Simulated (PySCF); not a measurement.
C6H11O2, SMILES [CH2]CCCOC(C)=O, doublet, GFN2-xTB optimised geometry.

```
19

C      2.77     0.38    -1.26
C      1.30     0.36    -1.23
C      0.74    -0.35     0.00
C     -0.78    -0.35     0.00
O     -1.23    -1.03     1.17
C     -2.55    -1.04     1.38
C     -2.89    -1.75     2.67
O     -3.35    -0.53     0.64
H      3.28     0.85    -2.08
H      3.35    -0.07    -0.48
H      0.92    -0.13    -2.14
H      0.91     1.38    -1.27
H      1.10     0.15     0.90
H      1.10    -1.38     0.03
H     -1.18    -0.87    -0.88
H     -1.18     0.67     0.00
H     -2.12    -2.46     2.91
H     -2.96    -1.01     3.46
H     -3.86    -2.24     2.57
```

Density from unrestricted CAM-B3LYP/def2-SVP (PySCF 2.14.0) at that geometry.

Minimum of the electron density along straight lines between bonded atoms, close to the bond critical point (lines longer than 1.1 times the sum of covalent radii, or with two minima, are not listed):

| bond | length / Å | ρ at the minimum / e bohr⁻³ | ∇²ρ there / e bohr⁻⁵ | position (fraction from the first atom) |
|---|---|---|---|---|
| C1–C2 | 1.473 | 0.268 | -0.65 | 0.50 |
| C2–C3 | 1.527 | 0.246 | -0.57 | 0.50 |
| C3–C4 | 1.521 | 0.254 | -0.61 | 0.49 |
| C4–O5 | 1.428 | 0.242 | -0.32 | 0.34 |
| O5–C6 | 1.337 | 0.307 | -0.38 | 0.67 |
| C6–C7 | 1.506 | 0.261 | -0.65 | 0.52 |
| C6–O8 | 1.202 | 0.422 | 0.31 | 0.33 |
| C1–H9 | 1.072 | 0.285 | -1.09 | 0.64 |
| C1–H10 | 1.071 | 0.285 | -1.09 | 0.64 |
| C2–H11 | 1.101 | 0.270 | -0.96 | 0.62 |
| C2–H12 | 1.101 | 0.270 | -0.96 | 0.62 |
| C3–H13 | 1.091 | 0.278 | -1.03 | 0.63 |
| C3–H14 | 1.091 | 0.278 | -1.03 | 0.63 |
| C4–H15 | 1.096 | 0.282 | -1.08 | 0.64 |
| C4–H16 | 1.096 | 0.283 | -1.09 | 0.64 |
| C7–H17 | 1.085 | 0.279 | -1.06 | 0.64 |
| C7–H18 | 1.088 | 0.274 | -1.02 | 0.63 |
| C7–H19 | 1.086 | 0.278 | -1.06 | 0.64 |
